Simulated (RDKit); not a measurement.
Input for RDKit: UFF on GeH7NSi (SMILES [SiH3][NH][GeH3]), a point of a torsion scan.

```python
from rdkit import Chem
from rdkit.Chem import AllChem, rdDetermineBonds

blocks = [
'''10

Si    1.56238154    0.14317269    0.32686958
N     0.12807804   -0.27380224   -0.55202424
Ge   -1.60836233   -0.05307163   -0.09334861
H     2.66278684   -0.43010165   -0.44888746
H     1.70487796    1.60059286    0.44037349
H     1.47450550   -0.43670541    1.66927429
H     0.27728588   -0.61918359   -1.48667642
H    -1.63719737    0.58750979    1.25204310
H    -2.29594261   -1.38845216   -0.05736460
H    -2.29887610    0.81577135   -1.10618843
''',
]
mol = None
for b in blocks:
    f = Chem.MolFromXYZBlock(b)
    rdDetermineBonds.DetermineBonds(f, charge=0)
    mol = f if mol is None else Chem.CombineMols(mol, f)
Chem.SanitizeMol(mol)
print(Chem.MolToSmiles(Chem.RemoveHs(mol)))
ff = AllChem.UFFGetMoleculeForceField(mol, vdwThresh=100.0, ignoreInterfragInteractions=False)
e = ff.CalcEnergy()
print(f'UFF energy {e:.6f} kcal/mol')
```

It printed:

```
[SiH3][NH][GeH3]
UFF energy 22.236020 kcal/mol
```

The run finished.

Cost: around 0.020 core-seconds (rough).
